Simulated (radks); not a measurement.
Spherical quantum dot in the effective-mass picture: electrons in a well V = -V0 / (1 + exp((r - R)/a)) with V0 = 4.08, R = 7.02, a = 0.64, all in effective atomic units (hartree* = m*/eps^2 hartree, bohr* = eps/m* bohr), one dielectric constant everywhere. Calculated with a radial shooting solver with Libxc functionals: non-relativistic Kohn-Sham, LDA (Slater exchange, Perdew-Wang correlation), spin-polarised, spherical densities. Levels are named by radial order and angular momentum (1s, 1p, 1d, 2s, ...), and open shells are averaged over m. Results are scaled to m* = 0.033 and eps = 12.8, for which hartree* = 5.481 meV and bohr* = 20.53 nm.

N = 11, configuration 1s2 1p6 1d(up 3, down 0). This is the lowest configuration that the search found. Occupied and some empty levels:

level,occupation,eigenvalue (meV),<r> (nm)
1s up,1,-9.9583,87.15
1s down,1,-9.8208,86.54
1p up,3,-9.5876,91.90
1p down,3,-9.4427,91.71
1d up,3,-8.9736,96.17
1d down,0,-8.8252,96.18
1f up,0,-8.1606,99.96
1f down,0,-8.0119,100.1
2s up,0,-7.7760,67.45
2s down,0,-7.7073,67.32
2p up,0,-6.8180,78.95
2p down,0,-6.7305,78.77

Energy (meV): total -167.344, kinetic 12.782, external -234.87, Hartree 67.377, exchange-correlation -12.633.
